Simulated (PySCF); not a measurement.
Q: What does the GFN2-xTB structure of InChI=1S/C7H5NO/c9-6-8-7-4-2-1-3-5-7/h1-5H look like in three dimensions?

A: 
```xyz
14
C7H5NO angstrom
O      4.2917    0.1736    0.3030
C      3.1582   -0.0587    0.2545
N      2.0514   -0.4973    0.2438
C      0.7116   -0.2304    0.0939
C     -0.1850   -1.2875    0.2093
C     -1.5395   -1.0535    0.0639
C     -2.0046    0.2250   -0.1967
C     -1.1089    1.2757   -0.3118
C      0.2481    1.0570   -0.1676
H      0.1907   -2.2785    0.4114
H     -2.2359   -1.8735    0.1544
H     -3.0632    0.4033   -0.3099
H     -1.4685    2.2736   -0.5149
H      0.9532    1.8706   -0.2553
```

Orientation and origin are arbitrary. Atoms count from 1 in this order. The 6-membered ring C4–C5–C6–C7–C8–C9 has internal angles of 119.5° to 120.4° (sum 720°, against 720° for a flat polygon); it is planar, 0.00 Å rms from its mean plane, widest ring torsion 0°. The 9 heavy atoms lie in one plane (0.001 Å rms). The C–N distances run from 1.191 Å (C2=N3, drawn double) to 1.374 Å (N3–C4, drawn single), a spread of 0.183 Å. Of the pairs four or more bonds apart, C2···H14 is among the closest relative to their van der Waals radii: 2.97 Å, 103 % of the sum of Bondi's values.

Bonds between heavy atoms (Å): O1=C2 1.158, C2=N3 1.191, N3–C4 1.374, C4–C5 1.391, C5–C6 1.382, C6–C7 1.385, C7–C8 1.386, C8–C9 1.382, C4–C9 1.393.

Computed geometry: GFN2-xTB, gas phase.

Point group: Cs (tolerance 0.08 Å). No GFN2-xTB frequencies stand behind this structure, so it isn't proved a minimum. The numbers are those of one conformer (C2–N3–C4–C5 180°).
